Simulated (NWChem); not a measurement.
System: TiO2; SMILES [O]=[Ti]=[O]

```xyz
3

Ti     0.0000     0.0000     0.3963
O      1.3256     0.0000    -0.5271
O     -1.3256     0.0000    -0.5271
```
Atoms are numbered in this order, from 1.

Results from NWChem. Pople sets run with spherical d functions. Coordinates come from a PBE0/def2-SVP optimisation. GIAO values for the isolated, static molecule; σ is the absolute isotropic shielding.

| level | basis functions | σ Ti1 (ppm) | σ O2 (ppm) |
|---|---|---|---|
| B3LYP/6-31G* | 62 | … | … |
| B3LYP/def2-SVP | 59 | -243.7 | -878.4 |
| B3LYP/def2-TZVP | 107 | -267.5 | -919.5 |
| B3LYP/pcSseg-2 | 145 | -314.1 | -947.9 |

Problem. Complete the blanks.

Solution. 
- B3LYP/6-31G*, σ Ti1 (ppm): -196.4
- B3LYP/6-31G*, σ O2 (ppm): -811.8
